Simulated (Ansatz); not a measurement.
Cost and result up the ladder for trans-PdCl2(PF3)2 (P₂PdCl₂F₆) (11 atoms). The state is a singlet with charge 0. Geometry: r2SCAN-D4/def2-SVP.

```csv
atom,x (Å),y (Å),z (Å)
Pd1,0.0000,-0.0023,-0.0013
Cl2,1.6177,-0.8031,1.4426
P3,1.7533,0.6863,-1.2178
F4,2.7606,-0.4169,-1.7098
F5,2.7469,1.6941,-0.5314
F6,1.5104,1.4432,-2.5767
Cl7,-1.6173,0.7995,-1.4448
P8,-1.7533,-0.6866,1.2178
F9,-2.7539,0.4210,1.7136
F10,-1.5108,-1.4466,2.5751
F11,-2.7536,-1.6886,0.5327
```

Ansatz on 6 threads of Intel Xeon on a shared host. Times are rough, and most runs start from the orbitals of an earlier one. r2SCAN0-D4/def2-TZVP serves as the yardstick here, not as an exact answer. Differences are given only for rows in sets of like size (and for xTB, whose basis is part of the method), since another set adds its own error. Binding counts from free atoms at the same level (Pd singlet, Cl doublet, P quartet, F doublet; other spins of the atoms weren't run), without zero-point energy or a counterpoise term.

In the def2 sets Pd takes a core potential; there is no spin–orbit coupling. Correlated methods freeze 26 core orbitals; core or outer-core shells of Pd are correlated, in sets that lack core-valence functions. The rows differ in basis, and correlated rows in double-zeta sets carry the largest basis error.

Correlated methods converge slowly with the basis, most of all in double-zeta sets.

```csv
level,functions,wall time,binding energy per atom (eV),difference from r2SCAN0-D4/def2-TZVP (eV),remarks
PBE-D4/def2-SVP,187,3.5 s,3.74,–,–
PBE0-D4/def2-SVP,187,7.5 s,3.46,–,–
MP2/def2-SVP,187,7.5 s,3.32,–,test for broken spin undecided
revPBE-D4/def2-TZVP,374,8 s,3.64,0.14,–
PBE-D4/def2-TZVP (with forces),374,12 s,3.81,0.31,–
r2SCAN-D4/def2-TZVP,374,17 s,3.72,0.21,–
PBE0-D4/def2-TZVP,374,22 s,3.58,0.08,–
r2SCAN0-D4/def2-TZVP,374,25 s,3.50,0.00,–
```
